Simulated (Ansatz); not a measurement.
`[NH2][Zn][SiH2]F` + `[AlH2][SH]` → `F[SiH2][S][AlH2]` + `[NH2][ZnH]` at 500 K and 1 bar (cleavage of the Si–Zn bond).

Computed with Ansatz on PBE0-D4/def2-TZVP structures; ΔE is electronic, products minus reactants. CCSD(T)/CBS adds triple-zeta CCSD(T) − MP2 to the extrapolated MP2 energy (def2 sets, frozen cores). This one scheme is used for every species. For Zn outer-core shells are correlated without core-valence functions, which leaves a few kJ/mol of doubt a bond. Scalar relativity is left out up to krypton. One conformer a species, not always the lowest.

```tsv
species	CCSD(T)/CBS energy (Eh)	H − E (kJ/mol)	S (J/(mol·K))
`[NH2][Zn][SiH2]F`	-2224.42760	161.3	418.2
`[AlH2][SH]`	-641.61836	86.7	303.7
`F[SiH2][S][AlH2]`	-1031.18703	139.3	408.3
`[NH2][ZnH]`	-1834.88092	106.3	294.3
```

H − E and S are ideal-gas, rigid-rotor, harmonic terms from PBE0-D4/def2-TZVP, for one conformer and one mirror image of each species. 1 Eh = 2625.50 kJ/mol, R = 8.31446 J/(mol·K).

By hand: ΔE, ΔH, ΔS and ΔG.

ΔE = (-1031.18703) + (-1834.88092) − (-2224.42760) − (-641.61836) = -0.02199 Eh = -57.7 kJ/mol. Δ(H − E) = 139.3 + 106.3 − 161.3 − 86.7 = -2.4, so ΔH = -60.1 kJ/mol. ΔS = 408.3 + 294.3 − 418.2 − 303.7 = -19.3 J/(mol·K). ΔG = -60.1 − 500 × (-19.3)/1000 = -50.5 kJ/mol.

By hand: the equilibrium constant, and the temperature at which ΔG would vanish if ΔH and ΔS stayed fixed.

log₁₀ K = −ΔG/(RT ln 10) = 5.3. ΔG = 0 at ΔH/ΔS = 3114 K, far beyond where these terms or the molecules hold.

ΔH outweighs TΔS. A doubt of 5 kJ/mol in ΔE shifts log₁₀ K by 0.5 here. Other conformers and mirror images would add mixing entropy, several J/(mol·K) or more a flexible species. Modes under 60 cm⁻¹, often nearly free rotors, make the harmonic entropy too high. These are equilibria of isolated gas molecules and say nothing of rates. Largest T1 diagnostic: 0.016 (customary marks: 0.02 for closed shells, 0.045 for open ones).
